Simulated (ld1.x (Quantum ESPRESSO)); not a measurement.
**fluorine (F): excitation energies, all-electron against RRKJ**

fluorine, norm-conserving RRKJ (Kleinman–Bylander form), made with ld1.x (Quantum ESPRESSO) 7.5 (PBE, scalar-relativistic). Core [He], reference 2s2 2p3 (charge +2). Waves: 2p (bound): rc 1.00 bohr; 2s (bound): rc 0.50 bohr. Local part: the s channel. Core correction: none.

Energies are relative to the spin-unpolarised reference configuration 2s2 2p3; without spin polarisation the order of configurations can differ from experiment.

Q: Give the all-electron excitation energy and the error of the potential for: 2s2 2p5; 2s2 2p4; 2s2 2p2; 2s2 2p1; 2s2 2p4.5; 2s1 2p5; 2s1 2p6.

A:

```json
{"valence configuration": "2s2 2p5", "charge": "0", "ΔE all-electron (eV)": "-57.775", "error AE − PS (meV)": "+58"}
{"valence configuration": "2s2 2p4", "charge": "+1", "ΔE all-electron (eV)": "-38.385", "error AE − PS (meV)": "+28"}
{"valence configuration": "2s2 2p2", "charge": "+3", "ΔE all-electron (eV)": "60.638", "error AE − PS (meV)": "+75"}
{"valence configuration": "2s2 2p1", "charge": "+4", "ΔE all-electron (eV)": "146.440", "error AE − PS (meV)": "+483"}
{"valence configuration": "2s2 2p4.5", "charge": "+0.5", "ΔE all-electron (eV)": "-50.232", "error AE − PS (meV)": "+46"}
{"valence configuration": "2s1 2p5", "charge": "+1", "ΔE all-electron (eV)": "-19.282", "error AE − PS (meV)": "+151"}
{"valence configuration": "2s1 2p6", "charge": "0", "ΔE all-electron (eV)": "-38.961", "error AE − PS (meV)": "+191"}
```

Levels in the configuration 2s2 2p4:

```csv
level,all-electron (eV),pseudo (eV)
2s,-47.388,-47.347
2p,-28.309,-28.345
```
